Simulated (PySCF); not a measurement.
C₄H₉Ga.
Atom-mapped SMILES: `[CH2:1]1[CH2:2][CH2:3][GaH:4][CH2:5]1` (hydrogens: H6, H7 on C1; H8, H9 on C2; H10, H11 on C3; H12 on Ga4; H13, H14 on C5)

The calculation used core-valence-separated Tamm–Dancoff BHandHLYP/aug-pcX-1 (pcseg-1 on H, def2-SVPD on Ga) in PySCF, non-relativistic, gas phase, PBE0-D3(BJ)/def2-SVP geometry.

Computed carbon K-edge spectrum, Gaussian lines of 0.3 eV full width, highest printed point 100; it ends one width below the last computed root. BHandHLYP without relativity tends to put these K edges a few eV too low, so spacings mean more than positions.

photon energy (eV), absorption and a bar:
```
    283.4          0 
    283.5          0 
    283.6          1 
    283.7          3 #
    283.8          4 #
    283.9          3 #
    284.0          1 
    284.1          0 
    284.2          0 
    284.3          0 
    284.4          1 
    284.5          5 ##
    284.6         14 ####
    284.7         20 ######
    284.8         18 #####
    284.9         11 ###
    285.0          5 ##
    285.1          3 #
    285.2          8 ##
    285.3         27 ########
    285.4         65 ####################
    285.5        100 ##############################
    285.6         94 ############################
    285.7         61 ##################
    285.8         47 ##############
    285.9         49 ###############
    286.0         36 ###########
    286.1         15 #####
    286.2          5 #
```

Where are the maxima, and which lines make them up?

4 maxima:
- 283.8 eV: C3/C5 (ring CH2 carbon), 283.80 eV, f = 0.005, sum of 2, 100 % of the height at the exact maximum
- 284.7 eV: C3/C5 (ring CH2 carbon), 284.70 eV, f = 0.023, sum of 2, 89 % of the height at the exact maximum
- 285.5 eV: C3/C5 (ring CH2 carbon), 285.55 eV, f = 0.113, sum of 4, 89 % of the height at the exact maximum
- 285.9 eV: C1/C2 (ring CH2 carbon), 285.90 eV, f = 0.055, sum of 2, 91 % of the height at the exact maximum

Further lines of some strength in the range: C1/C2, 285.40 eV, f = 0.023, sum of 2.

Roots within 0.03 eV on the same or equivalent atoms count as one line; shares under 12 % aren't listed.

Vibrational structure and lifetime widths aren't in the curve. The ionisation threshold wasn't computed; near and above it a finite basis only mimics Rydberg series and continuum. Relativistic effects, spin–orbit coupling among them, are left out although an element past zinc is present.

One conformer stands for the species.
